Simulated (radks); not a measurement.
The numbers below are computed, except where a source is named.
Yb III, configuration [Xe] 4f13 5f1 (not the ground configuration).

Level of theory: scalar-relativistic Kohn-Sham, PBEsol, spin-polarised, spherical densities, finite nucleus; open shells are filled with parallel spins first (spin-orbit coupling, left out, can overturn this in heavy ions); Fermi nuclear charge, rms radius 5.3108 fm (a radial shooting solver on a logarithmic mesh with Libxc functionals).

Energy parts (hartree):
total: -14052.4106
kinetic: 15308.8930
electron-nucleus: -34523.9982
Hartree: 5450.1312
exchange-correlation: -287.4367

Orbitals (lengths in bohr, moments of r in powers of bohr):
orbital  occ.  eigenvalue (hartree)       <r^4>   <1/r>
1s up       1             -2250.216   7.564e-07   80.59
1s down     1             -2250.216   7.564e-07   80.59
2s up       1             -382.1475   0.0001163   18.79
2s down     1             -382.1469   0.0001163   18.79
2p up       3             -337.0264  0.00008924   17.26
2p down     3             -337.0259  0.00008924   17.26
3s up       1             -86.96681    0.004351   6.941
3s down     1             -86.94910    0.004349   6.942
3p up       3             -73.36070    0.004618   6.463
3p down     3             -73.34300    0.004616   6.464
3d up       5             -56.76609    0.003601   6.121
3d down     5             -56.75250    0.003598   6.122
4s up       1             -17.96274      0.1050   2.937
4s down     1             -17.92779      0.1050   2.937
4p up       3             -13.49066      0.1394   2.681
4p down     3             -13.45642      0.1396   2.681
4d up       5              -7.59986      0.2144   2.372
4d down     5              -7.56638      0.2149   2.371
4f up       7              -1.14338       1.341   1.795
4f down     6              -1.11327       1.393   1.789
5s up       1              -2.96532       3.691   1.120
5s down     1              -2.94967       3.716   1.117
5p up       3              -1.91072       7.335  0.9386
5p down     3              -1.89882       7.394  0.9363
5f up       1              -0.23616        1928  0.2039

The highest occupied level is 5f up at -6.426 eV. The spin density at the nucleus is -0.066 e/bohr^3 (1s 0.005, 2s -0.329, 3s -3.800, 4s 1.096, 5s 2.963). Spin moment in Bohr magnetons: 2.
